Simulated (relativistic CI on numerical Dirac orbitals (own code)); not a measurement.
**Charge states of lanthanum**

Calculated at this level of theory: Dirac-Coulomb-Breit CI, KLI orbitals optimised for each configuration, model QED (radiative potential, 1s self-energy scaled to tabulated hydrogen-like ionisation energies), valence Slater integrals scaled by 0.9 (own radial code, finite nucleus).

Each species is treated in one configuration, given outside its closed core. Radial values are for the open shell of highest l, unscaled and averaged over j; ζ includes the Breit term. Labels give the leading LS character, summed over repeated terms.

| Ion | Configuration | Its lowest level | LS weight (%) | Next level | E (cm⁻¹) | ⟨r⟩ (bohr) | ⟨r²⟩ (bohr²) | ζ (cm⁻¹) |
| --- | --- | --- | --- | --- | --- | --- | --- | --- |
| La⁴⁸⁺ | 2s2 2p5 | 2P°_3/2 | 100 | 2P°_1/2 | 3.4403e+06 | 0.09109 | 0.01008 | 2.29e+06 |
| La⁴⁹⁺ | 2s2 2p4 | 3P_2 | 70 | 1S_0 | 322890 | 0.09037 | 0.009918 | 2.332e+06 |
| La⁵⁰⁺ | 2s2 2p3 | J = 3/2 (mixed) | 47 | 4S°_3/2 | 3.3511e+06 | 0.08967 | 0.009758 | 2.374e+06 |
| La⁵¹⁺ | 2s2 2p2 | ? | ? | ? | ? | ? | ? | ? |
| La⁵²⁺ | 2s2 2p | 2P°_1/2 | 100 | 2P°_3/2 | 3.6969e+06 | 0.08833 | 0.009456 | 2.461e+06 |
| La⁵³⁺ | 2s2 | 1S_0 | 100 |  |  |  |  |  |
| La⁵⁴⁺ | 2s | 2S_1/2 | 100 |  |  | 0.1008 | 0.01197 |  |
| La⁵⁵⁺ | 1s2 | 1S_0 | 100 |  |  |  |  |  |

**Question.** Fill in the row of La⁵¹⁺.

**Answer.** Its lowest level 3P_0; LS weight (%) 70; Next level 3P_1; E (cm⁻¹) 3.4435e+06; ⟨r⟩ (bohr) 0.08899; ⟨r²⟩ (bohr²) 0.009604; ζ (cm⁻¹) 2.417e+06.
